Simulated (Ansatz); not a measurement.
A search over several starts for the lowest SCF solution of the cluster Mg₂O₂ at the given spin, in a small basis.

```yaml
crystal:
  periodic: [false, false, false]
  atoms:
    - {symbol: Mg, position_ang: [-1.219172, 0.166982, 0.033699]}
    - {symbol: Mg, position_ang: [1.219142, -0.166972, -0.033543]}
    - {symbol: O, position_ang: [-0.194111, -1.423236, 0.029722]}
    - {symbol: O, position_ang: [0.194132, 1.423226, -0.029868]}
basis:
  gaussian: {orbitals: def2-SVP}
hamiltonian: {xc: pbe0, dispersion: d4}
output: {orbitals: {seedname: orbitals}}
```

```sh
$ ansatz run in.yaml --threads 4 --pin off --events-out ev --progress --plain --max-ram 3916MiB
```

Shortened log:

```
Functional definition: PBE0
  name "PBE0"
  cite "Adamo & Barone, J. Chem. Phys. 110, 6158 (1999) doi:10.1063/1.478522"
  cite "Perdew, Burke & Ernzerhof, Phys. Rev. Lett. 77, 3865 (1996) doi:10.1103/PhysRevLett.77.3865"
  parent pbe
  parameter a = 0.25
  parameter kappa = 0.804
  parameter beta = 0.06672455060314922
  exchange = (1 - a)*pbe_x(kappa = kappa, mu = beta*pi^2/3) + a*exact_x
  correlation = pbe_c(beta = beta)
560 factors; integrals over basis functions are off by at most 2.4e-4 eV
mean field evaluation 1: about -14948.0380 eV, gradient 9.3e1 eV
mean field evaluation 2: about -14706.4753 eV, gradient 2.4e2 eV
mean field evaluation 4: about -14966.0326 eV, gradient 2.9e0 eV
mean field evaluation 8: about -14966.3029 eV, gradient 1.7e-1 eV
mean field evaluation 16: about -14966.3029 eV, gradient 2.9e-5 eV
mean field -14966.30294588 eV, -550.0014887368 hartree, gradient 2.8e-5 eV, S^2 0.000000; 0 other end points of the search recorded, 0 dependent functions left out
reference -14966.30298260 eV, -550.0014900860 hartree; 20, 20 occupied and 44, 44 virtual orbitals, 560 factors
Total energy: -14966.36503316 eV, -550.0037704021 hartree
```

Run time 0.55 s (4 threads of Arm Neoverse V2 on a shared host).

The structure comes from a short search, and lower isomers may exist.
